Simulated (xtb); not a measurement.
C4H5Cl, SMILES C=CC(=C)Cl. All values are semi-empirical tight-binding results from xtb (GFN2-xTB unless named), good for trends rather than for accurate numbers. Coordinates come from a GFN2-xTB optimisation. The values are those of a single conformer.

```yaml
point_group_as_xtb_finds_it: Cs
orbital_gap: 3.56 eV
dipole_moment: 1.61 D
zero_point_energy: 46.3 kcal/mol
G − E(el) at 298.15 K (modified RRHO): 27.9 kcal/mol
static polarisability (D4 model): 62.5 bohr³
solvation energy, GFN2-xTB/ALPB(water): -1.7 kcal/mol
solvation energy, GFN2-xTB/ALPB(dmf): -5.3 kcal/mol
```
